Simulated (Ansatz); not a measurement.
CH8Ge2, SMILES [GeH3][CH2][GeH3].

Geometry optimised at TPSSh-D3(BJ)/def2-SVP.

Two levels are set side by side: PBE/def2-SVPD (Ansatz, a first-principles code) and PBE0/def2-SVPD (Ansatz). Energy differences of separate SCF runs at the same geometry; the states with an electron removed or added have multiplicity 2 and 2. Differences are taken from unrounded values.

```csv
quantity,PBE0
vertical ionisation energy (eV),10.39
vertical singlet–triplet gap (eV),7.14
```

Task: What does PBE give, and how far is it from PBE0? (Estimate from the structure and the level; the computed values follow.)

Result: 
```csv
quantity,PBE,PBE minus PBE0
vertical ionisation energy (eV),10.14,-0.25
vertical singlet–triplet gap (eV),6.76,-0.38
```
